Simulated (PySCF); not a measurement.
C2H6OSi2, SMILES O1[SiH2]C=C[SiH2]1.

The structure is a stationary point at PBE0-D3(BJ)/def2-SVP. The structure was generated by enumeration, and PubChem lists no compound with its InChIKey, so it may never have been made.

Two levels are set side by side: TDA-PBE/def2-SVPD (PySCF) and TDA-ωB97X/def2-SVPD (PySCF). Vertical, same geometry. The lowest singlet is HOMO→LUMO 65 %, HOMO−2→LUMO 34 % with PBE and HOMO−1→LUMO 95 % with the other functional; states are paired by order. Differences are taken from unrounded values.

```csv
quantity,TDA-ωB97X,TDA-PBE,TDA-PBE minus TDA-ωB97X
lowest singlet excitation (eV),6.28,5.26,-1.02
lowest triplet excitation (TDA) (eV),4.19,4.19,0.00
first bright state (f over 0.05) (eV),7.15,5.26,-1.89
its oscillator strength,0.42,0.06,-0.36
```

A lower first singlet is the usual sign of a functional without exact exchange. Differences between two approximate levels are no errors against the true value.

Rough cost on one machine, each run with all the roots and properties that it gave: TDA-ωB97X against TDA-PBE about 5 times.
